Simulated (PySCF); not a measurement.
# One molecule, several mistakes: BFH4NSi anion

These are calculations, not measurements. They come from PySCF 2.14.0, an open-source quantum chemistry program, on an isolated molecule that a program drew, which may never have been made. The molecule is BFH4NSi anion (charge -1, singlet), drawn as the SMILES string `[BH3-]N=[SiH]F`.

Each row is a Hartree-Fock (HF) and frozen-core CCSD(T) single point in the aug-cc-pV(D+d)Z basis, meant for a local HF minimum. Run 1 is clean. Each other run has one planted mistake out of seven kinds, and not every kind appears here: one electron removed, one electron added, multiplicity raised by two, geometry at a saddle point, minimal basis STO-3G, one bond length entered in bohr, all coordinates scaled. The reference is restricted for singlets and unrestricted otherwise, and also for a bond in bohr. Adding or removing an electron swaps singlet and doublet. Electrons count all cores. HOMO and LUMO are orbital energies over both spins, the gradient is its largest component, and the lowest frequency (negative if imaginary) is given only where the gradient is small. Bond lengths are over the 7 bonds as drawn. T1 is the CCSD diagnostic: over 0.02 (restricted) or 0.045 (unrestricted) a single reference is doubtful.

Geometry of the clean run:
```xyz
8
BFH4NSi anion, angstrom
B    -0.2728    0.6200    0.4279
N     1.0883    0.6005   -0.3373
Si    2.6026    0.4760   -0.5194
F     3.8090    0.1958    0.5278
H    -0.8245    1.7257    0.2536
H    -0.1283    0.4293    1.6555
H    -1.0144   -0.2708   -0.0342
H     3.3515    0.5919   -1.7782
```

```
run  electrons  basis functions  <S^2>  HOMO (eV)  LUMO (eV)  gradient (hartree/bohr)  lowest frequency (cm^-1)  mean bond (Å)  longest bond (Å)      T1  HF (hartree)  CCSD(T) (hartree)                 mistake
  1         40              137  0.000      -4.16       3.73                  3.2e-05                        70         1.4185             1.622  0.0183    -469.88227         -470.54927                no fault
  2         40              137  0.000      -3.94       3.71                  9.7e-02                         -         1.3348             1.526  0.0168    -469.84964         -470.50253  all coordinates scaled
  3         40               28  0.000      -0.20      14.01                  3.4e-02                         -         1.4185             1.622  0.0147    -463.89082         -464.11235    minimal basis STO-3G
  4         40              137  0.145      -3.18       3.67                  6.6e-02                         -         1.6170             2.951  0.0376    -469.78909         -470.45265                       ?
```

**Which mistake was planted in run 4, and what did it cost?**

The mean bond changes by a factor of 1.140 and the longest by 1.819, so the molecule wasn't scaled as a whole. A length L in bohr read as angstrom grows by (1/0.5292 - 1) L = 0.890 L. The 7 bonds together grew by 7 x 0.1985 = 1.389 Å, which gives L = 1.562 Å. That is bond B1-N2, 1.562 Å in the clean geometry. So the mistake is: one bond length entered in bohr. Subtracting run 1 and multiplying by 627.51 kcal/mol a hartree, the energy moved by 58.5 kcal/mol in HF and 60.6 kcal/mol in CCSD(T).

